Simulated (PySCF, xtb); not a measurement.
SeCl₂, SMILES [Se](Cl)Cl.

xtb with GFN2-xTB at its own geometry gives an orbital gap of 2.84 eV and a dipole moment of 0.03 D.

The structure is a stationary point at PBE0-D3(BJ)/def2-TZVP. The isomer is the one that the SMILES or the coordinates give; other isomers of the formula were not compared.

Problem. What does CAM-B3LYP/def2-TZVPD (PySCF) give? (An estimate is asked for; the answer gives what the named calculation found.)

Solution. gap 6.74 eV (levels -8.37 and -1.63 eV), dipole 1.06 D.
